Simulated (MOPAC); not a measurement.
MOPAC input (MNDO):

```
MNDO PRECISE GNORM=0.05 LET XYZ GEO-OK AUX(PRECISION=9) THREADS=1
C3H6O2

C    -1.85426700 1    0.16959900 1    0.15915300 1
C    -0.42817500 1   -0.14043400 1   -0.20349900 1
O    -0.07230800 1   -0.83388000 1   -1.12113600 1
O     0.42913400 1    0.46702700 1    0.64298700 1
C     1.82311300 1    0.23895900 1    0.38704500 1
H    -2.52230600 1   -0.33652100 1   -0.53162400 1
H    -2.02171500 1    1.24668600 1    0.11879400 1
H    -2.05722800 1   -0.15398600 1    1.18076000 1
H     2.09238000 1    0.59834500 1   -0.60548000 1
H     2.35607600 1    0.79512600 1    1.15308000 1
H     2.05416200 1   -0.82357000 1    0.45347300 1
```

From the output:

```
                                                       MOPAC v23.2.5 Linux

          FINAL HEAT OF FORMATION =        -93.71698 KCAL/MOL =    -392.11186 KJ/MOL

          COSMO AREA              =        113.70 SQUARE ANGSTROMS
          COSMO VOLUME            =         96.66 CUBIC ANGSTROMS

          GRADIENT NORM           =          0.03327          =       0.01003 PER ATOM
          IONIZATION POTENTIAL    =         11.460879 EV
          HOMO LUMO ENERGIES (EV) =        -11.461  0.905
          NO. OF FILLED LEVELS    =         15
          MOLECULAR WEIGHT        =         74.0792         POINT GROUP:  Cs

          MOLECULAR DIMENSIONS (Angstroms)

            Atom       Atom       Distance
            H    10    H     6     5.38231
            H    11    H     7     3.10427
            H     8    H     9     2.93698

          SCF CALCULATIONS        =         35

   ATOM   CHEMICAL          X               Y               Z
  NUMBER   SYMBOL      (ANGSTROMS)     (ANGSTROMS)     (ANGSTROMS)

     1       C         -1.89250628  *   0.18222061  *   0.17574664  *
     2       C         -0.46214846  *  -0.15590241  *  -0.22638517  *
     3       O         -0.11613810  *  -0.86591201  *  -1.16717717  *
     4       O          0.47715601  *   0.41697780  *   0.57634564  *
     5       C          1.86660777  *   0.27205297  *   0.43339778  *
     6       H         -2.61523095  *  -0.31370490  *  -0.50247332  *
     7       H         -2.06476765  *   1.27606538  *   0.12371381  *
     8       H         -2.09946478  *  -0.15915627  *   1.20989427  *
     9       H          2.23496394  *   0.66457757  *  -0.54410251  *
    10       H          2.33345703  *   0.87002486  *   1.25210640  *
    11       H          2.19484665  *  -0.78911280  *   0.54052496  *

                             CARTESIAN COORDINATES

   1    C       -1.892506283     0.182220606     0.175746641
   2    C       -0.462148457    -0.155902415    -0.226385167
   3    O       -0.116138098    -0.865912014    -1.167177173
   4    O        0.477156011     0.416977804     0.576345638
   5    C        1.866607769     0.272052971     0.433397780
   6    H       -2.615230946    -0.313704905    -0.502473316
   7    H       -2.064767651     1.276065375     0.123713809
   8    H       -2.099464785    -0.159156273     1.209894272
   9    H        2.234963939     0.664577574    -0.544102508
  10    H        2.333457030     0.870024863     1.252106395
  11    H        2.194846651    -0.789112804     0.540524965

           Empirical Formula: C3 H6 O2  =    11 atoms

      MOLECULAR POINT GROUP   :   Cs

                  EIGENVALUES
 -45.35466 -40.24710 -32.77510 -28.64868 -21.51986 -18.10813 -16.97815 -16.73027
 -14.92505 -14.74473 -14.38226 -13.54146 -13.04490 -11.69528 -11.46088   0.90509
   2.61344   3.49996   3.68261   3.69949   3.86420   4.15442   4.81768   5.08491
   6.12209   7.47938

              NET ATOMIC CHARGES AND DIPOLE CONTRIBUTIONS

  ATOM NO.   TYPE          CHARGE      No. of ELECS.   s-Pop       p-Pop
    1          C           0.046930        3.9531     1.21461     2.73846
    2          C           0.347488        3.6525     1.23299     2.41952
    3          O          -0.356820        6.3568     1.88900     4.46782
    4          O          -0.345741        6.3457     1.80727     4.53847
    5          C           0.223960        3.7760     1.22373     2.55231
    6          H           0.025869        0.9741     0.97413
    7          H           0.026379        0.9736     0.97362
    8          H           0.026386        0.9736     0.97361
    9          H          -0.003417        1.0034     1.00342
   10          H           0.012413        0.9876     0.98759
   11          H          -0.003447        1.0034     1.00345
 DIPOLE           X         Y         Z       TOTAL
 POINT-CHG.    -0.570     1.022     1.352     1.788
 HYBRID         0.201     0.006     0.016     0.202
 SUM           -0.369     1.028     1.368     1.751

          ATOMIC ORBITAL ELECTRON POPULATIONS

     Atom    s        px        py        pz
    1  C   1.21461   0.85565   0.94225   0.94056
    2  C   1.23299   0.87300   0.76404   0.78248
    3  O   1.88900   1.83689   1.33616   1.29477
    4  O   1.80727   1.18540   1.72990   1.62317
    5  C   1.22373   0.72395   0.91297   0.91539
    6  H   0.97413
    7  H   0.97362
    8  H   0.97361
    9  H   1.00342
   10  H   0.98759
   11  H   1.00345

 **********************
 *                    *
 * JOB ENDED NORMALLY *
 *                    *
 **********************

 == MOPAC DONE ==
```

The geometry given is a B3LYP-D3(BJ)/def2-TZVP minimum.
